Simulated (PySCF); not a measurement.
## Field gradients at the hydrogen positions

Species: C₆H₁₃NOSi.
Geometry (GFN2-xTB, Å), atoms numbered from 1 in this order:
```xyz
22
C6H13NOSi angstrom
C     -2.314    1.998   -0.946
N     -1.408    1.134   -0.231
C     -1.583   -0.204   -0.156
O     -2.517   -0.783   -0.663
C     -0.484   -0.907    0.658
C     -0.749   -2.411    0.688
C      0.854   -0.602    0.058
C      1.769    0.200    0.592
Si     3.445    0.589   -0.160
H     -2.745    2.745   -0.277
H     -3.109    1.371   -1.346
H     -1.804    2.504   -1.768
H     -0.581    1.544    0.172
H     -0.531   -0.503    1.677
H     -1.727   -2.607    1.122
H     -0.746   -2.810   -0.323
H      0.013   -2.918    1.275
H      1.047   -1.090   -0.889
H      1.542    0.662    1.549
H      3.593   -0.113   -1.434
H      4.497    0.180    0.775
H      3.528    2.039   -0.373
```

Level: PBE0/pcSseg-1 (PySCF, non-relativistic); Q(2H) = 0.00286 b; rigid geometry, the same for H and D, with no vibrational averaging.

Question: Rank these positions by the coupling χzz of a deuteron there, largest first.
A. H13 (amide N–H hydrogen)
B. H19 (vinylic hydrogen)
C. H15 (methyl hydrogen)
D. H21 (Si–H hydrogen)
E. H11 (methyl hydrogen)

Answer: A (271 kHz), B (216 kHz), C (212 kHz), E (200 kHz), D (108 kHz).

Q: What are Vzz, η and χzz (234.96 MHz × Q × Vzz) at all hydrogens?

A: 
```json
{"atom": "H10", "bonded to": "C1", "bond length (Å)": "1.092", "Vzz (au)": "0.3029", "η": "0.06", "χzz (kHz)": "204"}
{"atom": "H11", "bonded to": "C1", "bond length (Å)": "1.089", "Vzz (au)": "0.2980", "η": "0.05", "χzz (kHz)": "200"}
{"atom": "H12", "bonded to": "C1", "bond length (Å)": "1.092", "Vzz (au)": "0.3030", "η": "0.06", "χzz (kHz)": "204"}
{"atom": "H13", "bonded to": "N2", "bond length (Å)": "1.008", "Vzz (au)": "0.4037", "η": "0.20", "χzz (kHz)": "271"}
{"atom": "H14", "bonded to": "C5", "bond length (Å)": "1.097", "Vzz (au)": "0.2923", "η": "0.01", "χzz (kHz)": "196"}
{"atom": "H15", "bonded to": "C6", "bond length (Å)": "1.087", "Vzz (au)": "0.3148", "η": "0.04", "χzz (kHz)": "212"}
{"atom": "H16", "bonded to": "C6", "bond length (Å)": "1.087", "Vzz (au)": "0.3141", "η": "0.05", "χzz (kHz)": "211"}
{"atom": "H17", "bonded to": "C6", "bond length (Å)": "1.088", "Vzz (au)": "0.3147", "η": "0.02", "χzz (kHz)": "211"}
{"atom": "H18", "bonded to": "C7", "bond length (Å)": "1.082", "Vzz (au)": "0.3203", "η": "0.05", "χzz (kHz)": "215"}
{"atom": "H19", "bonded to": "C8", "bond length (Å)": "1.086", "Vzz (au)": "0.3217", "η": "0.05", "χzz (kHz)": "216"}
{"atom": "H20", "bonded to": "Si9", "bond length (Å)": "1.462", "Vzz (au)": "0.1637", "η": "0.02", "χzz (kHz)": "110"}
{"atom": "H21", "bonded to": "Si9", "bond length (Å)": "1.465", "Vzz (au)": "0.1613", "η": "0.01", "χzz (kHz)": "108"}
{"atom": "H22", "bonded to": "Si9", "bond length (Å)": "1.468", "Vzz (au)": "0.1598", "η": "0.01", "χzz (kHz)": "107"}
```

Q: Average by the element that carries the hydrogen.

A: on C: 208 kHz over 9 positions, mean bond length 1.089 Å; on N: 271 kHz over 1 position, mean bond length 1.008 Å; on Si: 109 kHz over 3 positions, mean bond length 1.465 Å.

Q: How does χzz go with the bond length over the 9 C–H bonds?

A: A straight-line fit has a slope of -14.6 kHz for each 0.01 Å, with a correlation coefficient of -0.87, over lengths from 1.082 to 1.097 Å. The longer bonds have the smaller couplings here.

Isolated species at its GFN2-xTB geometry (one conformer only). GFN2-xTB bond lengths can be off by several hundredths of an ångström, more for odd bonds, and the gradients follow them. A larger basis could move these couplings by a tenth or more.
